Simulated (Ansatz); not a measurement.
Geometry optimisation, UKS BLYP-D4/def2-SVP (Ansatz 0.2.0).

Input file:

```yaml
crystal:
  periodic: [false, false, false]
  atoms:
    - { symbol: Al, position_ang: [-0.614818, 1.547847, 1.076493] }
    - { symbol: O, position_ang: [-0.874784, -1.219057, -0.421082] }
    - { symbol: C, position_ang: [0.162944, -2.162822, -0.12645] }
    - { symbol: H, position_ang: [-2.103404, 2.084339, 1.299869] }
    - { symbol: H, position_ang: [0.188145, 0.828308, 2.249556] }
    - { symbol: H, position_ang: [-0.64935, -0.768007, -1.257071] }
    - { symbol: As, position_ang: [0.401437, 1.824163, -1.099781] }
    - { symbol: H, position_ang: [0.237935, -2.956212, -0.904207] }
    - { symbol: H, position_ang: [-0.093502, -2.645151, 0.835443] }
    - { symbol: H, position_ang: [1.162739, -1.683558, -0.011695] }
    - { symbol: H, position_ang: [1.839465, 1.788582, -0.542628] }
    - { symbol: H, position_ang: [0.343094, 3.361369, -1.098548] }
magnetization:
  spin_polarized: true
basis:
  gaussian: { orbitals: def2-SVP }
hamiltonian:
  xc: blyp
  dispersion: d4
relax:
  f_tol: 0.03
  max_steps: 50
```

Launched with:

```bash
$ ansatz run input.yaml --threads 4 --pin off --max-ram 5120MiB --backend cpu --events-out ev --progress --plain --runs-dir out
```

Question: Where does it end, and by what steps?

Answer: The run converged. The force dipped under the threshold on the way, but the program's further checks kept it going. After 32 steps the energy has fallen by 0.704 eV; H9 moved furthest, 1.17 Å. Joined: Al1–O2 (3.16 → 2.03 Å).

| step | energy less start (eV) | largest force component (eV/Å) | accepted |
| --- | --- | --- | --- |
| 0 | 0.0000 | 0.412 | yes |
| 2 | -0.3539 | 0.617 | yes |
| 4 | -0.6415 | 0.438 | yes |
| 6 | -0.6740 | 0.136 | yes |
| 8 | -0.6825 | 0.291 | no |
| 10 | -0.6857 | 0.041 | yes |
| 12 | -0.6871 | 0.052 | yes |
| 14 | -0.6891 | 0.052 | yes |
| 16 | -0.6871 | 0.119 | no |
| 18 | -0.6920 | 0.089 | yes |
| 20 | -0.6939 | 0.083 | yes |
| 22 | -0.6965 | 0.248 | yes |
| 24 | -0.6950 | 0.242 | no |
| 26 | -0.7027 | 0.064 | yes |
| 28 | -0.7037 | 0.045 | yes |
| 30 | -0.7040 | 0.022 | yes |
| 32 | -0.7042 | 0.022 | yes |

```xyz
12
Properties=species:S:1:pos:R:3
Al -0.608 0.962 0.716
O -0.910 -0.921 0.018
C 0.191 -1.859 -0.142
H -2.122 1.454 0.513
H -0.035 0.580 2.163
H -1.500 -0.946 -0.763
As 1.002 1.749 -1.035
H -0.209 -2.876 -0.317
H 0.751 -1.840 0.810
H 0.857 -1.549 -0.973
H 2.124 2.055 -0.021
H 0.460 3.192 -0.970
```

Run time: 2.1 min on 4 threads of Arm Neoverse N1, with other jobs on the host, peak memory 0.21 GiB.
